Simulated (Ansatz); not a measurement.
GeHBr₃. Charge 0, multiplicity 1. Geometry r2SCAN-D4/def2-SVP, basis def2-TZVP, Ansatz.

Cartesian coordinates in Å:
```
Ge 0.034 -0.142 -0.063
H 0.363 -1.506 -0.669
Br -1.128 1.122 -1.586
Br 1.976 0.945 0.496
Br -1.246 -0.419 1.822
```

| run | HOMO (eV) | LUMO (eV) |
| --- | --- | --- |
| A | -9.92 | -1.18 |
| B | -8.62 | -2.15 |
| C | -10.82 | -0.22 |
| D | -11.56 | 1.47 |
| E | -8.34 | -2.45 |
| F | -7.68 | -2.85 |

B3LYP takes the VWN-RPA correlation.

**Question.** The runs used B3LYP, CAM-B3LYP, HF, PBE0, r2SCAN, ωB97M-V. Estimate which is which.

**Answer.** A CAM-B3LYP (range-separated); B PBE0 (25 % exact exchange); C ωB97M-V (range-separated); D HF (100 % exact exchange); E B3LYP (20 % exact exchange); F r2SCAN (0 % exact exchange). Exact exchange lowers occupied and raises empty levels; among semilocal functionals meta-GGAs tend to open the gap a little, and such runs are hard to tell apart. The gap grows from 4.83 eV (r2SCAN) to 13.03 eV (HF).
